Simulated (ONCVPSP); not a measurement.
Transferability test, ONCV potential for calcium (Ca)

calcium (Ca), optimised norm-conserving Vanderbilt (ONCV), made with ONCVPSP 4.0.1 (PBE, scalar-relativistic). Core [Ne], reference 3s2 3p6 4s2. Waves: 3s+4s: rc 1.70 bohr, ncon 5, nbas 10, qcut 9.1 1/bohr, 2 projectors; 3p: rc 1.80 bohr, ncon 4, nbas 9, qcut 9.6 1/bohr, 2 projectors, debl 2.9 Ha; d scattering state at 0.1 Ha: rc 1.60 bohr, ncon 4, nbas 9, qcut 6.5 1/bohr, local. Local part: the d channel. Core correction: none.

In the d channel the program set the typed energies aside and used 0.050 Ha.

Energies are relative to the spin-unpolarised reference configuration 3s2 3p6 4s2; without spin polarisation the order of configurations can differ from experiment.

```tsv
valence configuration	charge	ΔE all-electron (eV)	error AE − PS (meV)
3s2 3p6 4s1	+1	6.309	-1.4
3s2 3p6 4s0	+2	18.130	-1.9
3s2 3p6 4s1.5	+0.5	2.504	-0.4
```

Question: What are ΔE and the potential's error for 3s2 3p6 3d1 4s0?

Answer: ΔE = 7.689 eV all-electron; the error (AE − PS) is -12 meV.

Note: ghosts flagged at negative energy: s at -6.1 eV; no localised positive-energy state flagged. A true bound ghost makes a file unfit for plane-wave use.
